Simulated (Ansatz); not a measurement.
Stepwise reaction of `[CH3][GaH2]` with ammonia, as a gas-phase model of exchange steps in deposition or etching. ΔE in kJ/mol.

Gas-phase electronic energies from Ansatz, PBE0-D4/def2-TZVP geometries. CCSD(T)/CBS is the MP2 limit (def2-TZVPP, def2-QZVPP) plus CCSD(T) − MP2 in def2-TZVPP, frozen cores. This one scheme is used for every species. DFT in def2-TZVPP. B3LYP here is the variant with VWN-RPA as its local correlation; programs differ in this. For Ga outer-core shells are correlated without core-valence functions, which leaves a few kJ/mol of doubt a bond. Scalar relativity is left out up to krypton. Each species was taken in one conformer, which may not be the lowest.

```json
{"step": "2", "reaction": "`[CH3][GaH][NH2]` + NH₃ → `[CH3][Ga]([NH2])[NH2]` + H₂", "PBE-D4": "-10.3", "B3LYP-D4": "-12.8", "ωB97M-V": "-11.7", "CCSD(T)/CBS": "-19.7"}
```

**Question.** Give the row of step 1, `[CH3][GaH2]` + NH₃ → `[CH3][GaH][NH2]` + H₂. (Estimate.)

**Answer.** Computed: 
| step | reaction | PBE-D4 | B3LYP-D4 | ωB97M-V | CCSD(T)/CBS |
| --- | --- | --- | --- | --- | --- |
| 1 | `[CH3][GaH2]` + NH₃ → `[CH3][GaH][NH2]` + H₂ | -35.4 | -34.9 | -32.5 | -41.4 |

**Question.** By hand: ΔE of the 2 steps together at CCSD(T)/CBS.

**Answer.** (-41.4) + (-19.7) = -61.1 kJ/mol, or -30.5 kJ/mol a step.

In ΔE each step is higher than the one before. All are downhill at CCSD(T)/CBS. PBE-D4 differs from CCSD(T)/CBS by 6.0 to 9.4 kJ/mol a step. Isolated molecules leave out the surface, adducts and barriers. Largest T1 diagnostic: 0.013.
